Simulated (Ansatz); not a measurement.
Ansatz (a first-principles code) input (HF/aug-cc-pVQZ):

Ansatz 0.2 input:
```yaml
crystal:
  periodic: [false, false, false]
  atoms:
    - {symbol: B, position_ang: [0.94978777, -0.02916761, -0.10003943]}
    - {symbol: C, position_ang: [-0.58452339, -0.07107668, -0.00923838]}
    - {symbol: H, position_ang: [1.69160790, 0.79740755, 0.33312697]}
    - {symbol: H, position_ang: [-1.04201850, 0.91001100, -0.18700148]}
    - {symbol: H, position_ang: [-1.07959224, -0.81779340, -0.63116826]}
    - {symbol: H, position_ang: [-0.81179566, -0.31732705, 1.04067027]}
basis:
  gaussian:
    orbitals: aug-cc-pVQZ
hamiltonian:
  xc: hf
magnetization: {spin_polarized: true, initial_magnetization: 1}
```

End of the output:

```
integrals: 0.16 GiB planned
755 factors; their error is unknown
mean field: 1.67 GiB planned
mean field evaluation 1: about -1761.6641 eV, gradient 2.0e1 eV
mean field evaluation 2: about -1763.7150 eV, gradient 8.0e0 eV
mean field evaluation 4: about -1764.1577 eV, gradient 5.6e-1 eV
mean field evaluation 8: about -1764.1658 eV, gradient 1.6e-1 eV
mean field evaluation 16: about -1763.5167 eV, gradient 1.9e0 eV
mean field evaluation 32: about -1763.7800 eV, gradient 1.5e0 eV
mean field -1764.16601981 eV, -64.8319054332 hartree, gradient 1.6e-5 eV, S^2 0.753754; 0 other end points of the search recorded, 0 dependent functions left out
reference -1764.16601981 eV, -64.8319054332 hartree; 8, 7 occupied and 336, 337 virtual orbitals, 755 factors
Total energy: -1764.16601981 eV, -64.8319054332 hartree
```

It need not be the lowest isomer of its formula.
